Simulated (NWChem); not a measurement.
System: CH5AlClN; SMILES [Al]([CH3])([NH2])[Cl]

The following NWChem deck was run.

```
start job
memory heap 200 mb stack 900 mb global 1100 mb
geometry units angstroms noautoz
  Al    -0.056062    -0.422826    -0.088231
  Cl     0.120601     1.615738    -0.632366
  C      1.519682    -1.550544     0.032237
  H      2.048728    -1.588529    -0.934110
  H      1.276537    -2.583668     0.326140
  H      2.234128    -1.147687     0.768726
  N     -1.698915    -0.985312     0.233809
  H     -1.950813    -1.929327     0.504134
  H     -2.529419    -0.406693     0.174291
end
basis spherical
  * library def2-svp
end
dft
  xc xpbe96 cpbe96
  iterations 150
  vectors input atomic output neutral.movecs
end
task dft energy
charge 1
dft
  odft
  mult 2
  vectors input atomic output cation.movecs
end
task dft energy
```

Structure relaxed at the PBE0/def2-SVP level.

Ions are spin-unrestricted doublets at the neutral geometry; other ion states weren't tried.

Problem. Predict the main results of this run. (PBE/def2-SVP, vertical spin-unrestricted ions.) Quantities: −ε(HOMO) (eV).

Solution. 
```yaml
"−ε(HOMO) (eV)": 5.93
```
